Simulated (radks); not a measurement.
The numbers below are computed, except where a source is named.
Exchange energies: the exact (Fock) value of the Kohn-Sham orbitals and density-functional approximations, in hartree. Species: Al3+ [Ne]; Si4+ [Ne]. Code: a radial shooting solver on a logarithmic mesh with Libxc functionals. Model: non-relativistic Kohn-Sham, LDA (Slater exchange, Perdew-Wang correlation), spin-polarised, spherical densities, point nucleus. Every spin shell is full or empty, so the densities are truly spherical. Functionals are evaluated on that one density, not self-consistently.

functional      Al3+      Si4+
exact       -17.3661  -19.1312
LDA          -15.872   -17.493
PBE          -17.257   -18.998
PBEsol       -16.717   -18.412
revPBE       -17.350   -19.098
PW91         -17.329   -19.077
PW86         -17.455   -19.210
OPTX         -17.367   -19.128
AM05         -16.087   -17.727
EV93         -17.637   -19.404
APBE         -17.464   -19.223
TPSS         -17.418   -19.175
revTPSS      -17.312   -19.055
TASK         -16.937   -18.663
MVS          -17.348   -19.103
